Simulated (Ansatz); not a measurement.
Basis-set extrapolation for CH₇NO₂Si (`NC(O)O[SiH3]`) (PBE0-D4/def2-TZVP geometry, frozen core, Ansatz). Multiplicity 1, RHF reference.

|  | def2-TZVPP | def2-QZVPP |
| --- | --- | --- |
| HF | -535.209346 | -535.230370 |
| MP2 correlation | -0.984953 | -1.059692 |
| CCSD(T) correlation | -1.059242 | not run |

Energies in hartree. Use E(X) = E(∞) + A·exp(−7.88·√X) for Hartree–Fock and E(X) = E(∞) + B·X^(−2.97) for correlation, with X = 3 and 4, and add CCSD(T) minus MP2 of the smaller set to the MP2 limit.

Problem. What is the CCSD(T) energy at the basis-set limit?

Solution. HF limit: -535.230370 + (-0.021024) × 0.13774 = -535.23327. MP2 limit: -1.059692 + (-0.074739) × 0.74074 = -1.11505. Higher-order term: -1.059242 − (-0.984953) = -0.07429. Total: -536.42261 hartree, 404.4 kJ/mol below CCSD(T)/def2-TZVPP.
